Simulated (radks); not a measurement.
Question: Species: Re61+. Configuration: [Ne] 3s2 3p2. Calculated with a radial shooting solver on a logarithmic mesh with Libxc functionals: Dirac Kohn-Sham, PBE, spin-unpolarised, spherical densities, point nucleus; open shells are shared between the two j in proportion to 2j + 1.

Spin-orbit splittings of the eigenvalues, e(l+1/2) - e(l-1/2), with zeta = 2 splitting/(2l+1) and mean radii in bohr:

| shell | occ. | splitting (eV) | zeta (eV) | <r> j=l-1/2 | <r> j=l+1/2 |
|---|---|---|---|---|---|
| 2p | 6 | 1478 | 985.6 | 0.06163 | 0.06941 |
| 3p | 2 | 393.7 | 262.5 | 0.1698 | 0.1814 |
| 3d | 0 | ? | ? | 0.1551 | 0.1588 |

Estimate the 3d splitting.

Answer: 93.38 eV (zeta = 37.35 eV).
